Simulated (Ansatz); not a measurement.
Ansatz (an electronic-structure program) input (wB97X/def2-TZVPD):

Ansatz 0.2 input:
```yaml
crystal:
  periodic: [false, false, false]
  atoms:
    - {symbol: Sb, position_ang: [-0.61153293, -0.48845125, 0.87283156]}
    - {symbol: I, position_ang: [-1.01210683, 1.89001114, -0.40903937]}
    - {symbol: I, position_ang: [1.60056305, -1.41999201, -0.43085515]}
basis:
  gaussian:
    orbitals: def2-TZVPD
hamiltonian:
  xc: {name: wB97X}
total_charge: -1
```

End of the output:

```
integrals: 0.15 GiB planned
1349 factors; their error is unknown
integrals: 0.18 GiB planned
335 factors; integrals over basis functions are off by at most 1.3e-4 eV
mean field: 1.24 GiB planned
mean field evaluation 1: about -22746.2839 eV, gradient 2.0e1 eV
mean field evaluation 2: about -22746.5676 eV, gradient 2.0e1 eV
mean field evaluation 4: about -22747.1105 eV, gradient 7.1e-1 eV
mean field evaluation 8: about -22747.5106 eV, gradient 6.4e-1 eV
mean field evaluation 16: about -22747.5110 eV, gradient 1.3e-4 eV
mean field -22747.51104151 eV, -835.9556119588 hartree, gradient 4.3e-5 eV, S^2 0.000000; 0 other end points of the search recorded, 0 dependent functions left out
reference -22747.51100196 eV, -835.9556105053 hartree; 37, 37 occupied and 137, 137 virtual orbitals, 1349 factors
Total energy: -22747.51100196 eV, -835.9556105053 hartree
```

This state (charge -1, singlet) is run at the relaxed geometry of the species with charge 0 and multiplicity 2.
